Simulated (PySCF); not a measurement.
## Spin states and ions at one geometry of [PbI2]2+

PySCF 2.14.0, RKS TPSS, Pb def2-SVP with ECP60, I def2-SVP with ECP28; non-relativistic Hamiltonian with scalar-relativistic core potentials where named; density fitting; no spin-orbit coupling; singlets restricted, open shells unrestricted. The geometry is relaxed for charge +2, singlet, vacuum:

```xyz
3

Pb    0.0000    0.0000    0.0000
I     0.0000    0.0000    2.6709
I     0.0000    0.0000   -2.6709
```

Energies count from the relaxed state; an electron taken off or put on is at rest in vacuum. Charges and spins are Mulliken's.

```json
{"state": "charge +2, singlet, vacuum", "energy (eV)": "0.00", "spin squared": "0.00", "charge on Pb1 (e)": "0.98", "spin on Pb1 (e)": "0.00", "dipole about the centre of mass (D)": "0.00"}
{"state": "charge +2, triplet, vacuum", "energy (eV)": "0.74", "spin squared": "2.01", "charge on Pb1 (e)": "0.94", "spin on Pb1 (e)": "0.06", "dipole about the centre of mass (D)": "0.00"}
{"state": "charge +1, doublet, vacuum", "energy (eV)": "-13.55", "spin squared": "0.75", "charge on Pb1 (e)": "0.77", "spin on Pb1 (e)": "0.12", "dipole about the centre of mass (D)": "0.00"}
```

Question: What does the state charge +3, doublet, vacuum give?

Answer: energy (eV) 19.73, spin squared 0.76, charge on Pb1 (e) 1.15, spin on Pb1 (e) -0.07, dipole about the centre of mass (D) 0.00.

With an electron taken off (doublet) the charges change, summed by element, by Pb +0.17 e, I +0.83 e. The vertical ionisation energy is 19.73 eV, against −ε(HOMO) = 17.12 eV of the relaxed state. The level lies 2.6 eV too high, as is usual for semilocal functionals and global hybrids, which keep a self-interaction error.

With an electron put on (doublet) the charges change, summed by element, by Pb -0.21 e, I -0.79 e. The vertical electron affinity is 13.55 eV, against −ε(LUMO) = 16.20 eV of the relaxed state.

Open shells may have lower solutions than those found.

No frequency check is given that shows the relaxed geometry to be a minimum. The gap of the closed shell is small, and it wasn't tested for a lower spin-broken solution at this geometry.
